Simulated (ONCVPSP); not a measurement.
**Varying the ONCV potential for Pt (Z = 78)**

Base potential:

| Item | Value |
| --- | --- |
| Element | Pt (Z = 78) |
| Generator | ONCVPSP 4.0.1 |
| Type | optimised norm-conserving Vanderbilt (ONCV) |
| Functional | Wu-Cohen |
| Relativity | scalar-relativistic |
| Frozen core | [Kr] 4d10 4f14 |
| Valence charge | 18 |
| Reference configuration | 5s2 5p6 5d9 6p1 |
| Partial waves | 5s: rc 1.15 bohr, ncon 4, nbas 9, qcut 4.4 1/bohr, 3 projectors, debl 1.8 Ha; 5p+6p: rc 1.55 bohr, ncon 5, nbas 9, qcut 7.8 1/bohr, 2 projectors; 5d: rc 1.85 bohr, ncon 4, nbas 8, qcut 7.7 1/bohr, 1 projector |
| Local potential | polynomial inside 1.00 bohr (lpopt 4, dvloc0 3 Ha) |
| Core correction | polynomial model core, fcfact 0.45 |

In the s channel the program set the typed energies aside and used -3.820, 0.250, 2.050 Ha.

All-electron outer shells of the reference configuration (Wu-Cohen, scalar-relativistic, ld1.x):

```
shell  level (eV)  outermost node (bohr)  outermost maximum (bohr)
   5s     -103.94                   0.49                      0.87
   4f      -72.16                      –                      0.38
   5p      -58.11                   0.53                      0.98
   5d       -8.13                   0.57                      1.26
   6p       -1.76                   1.36                      3.38
```

Cutoffs, loose and tight: the cutoffs (Ha) at which the residual kinetic energy of the hardest occupied pseudo-wave falls to 1 and 0.1 mHa per electron. They do not see the model core or the augmentation charge, which bear on the density cutoff. Test errors are all-electron minus pseudo excitation energies from the reference, over the configurations 5s2 5p6 5d9 6s1 6p0; 5s2 5p6 5d9 6p0; 5s2 5p6 5d8 6p0; 5s2 5p6 5d8 6s2 6p0. A dash means not determined; rows that change the core or the reference have their own tests.

A true bound ghost makes a file unfit for plane-wave use even where its test errors are small: the radial tests pick states by their node count and pass the ghost by.

```tsv
change	outcome	cutoff, loose	cutoff, tight	bound ghosts	GHOST(+) flags above zero	largest test error (meV)
base	generated, projector energies reset by the program	182 Ha	238 Ha	s	none	-6.6
p: qcut 5.1	generated, projector energies reset by the program	182 Ha	238 Ha	s	none	-6.5
p: qcut 6	generated, projector energies reset by the program	182 Ha	238 Ha	s	none	-6.5
p: qcut 7.2	generated, projector energies reset by the program	182 Ha	238 Ha	s	none	-6.6
p: qcut 9.1	generated, projector energies reset by the program	182 Ha	238 Ha	s	none	-6.7
p: qcut 10.1	generated, projector energies reset by the program	182 Ha	238 Ha	s	none	-6.7
p: qcut 11.2	generated, projector energies reset by the program	182 Ha	238 Ha	s	none	-6.7
```

Reading the sweep of the qcut of the p channel (base included, trends over the rows without a ghost): Bound ghosts are found at 5.1, 6, 7.2, 7.8, 9.1, 10.1, 11.2 1/bohr. Every judged row has one, so this setting neither creates nor removes them.
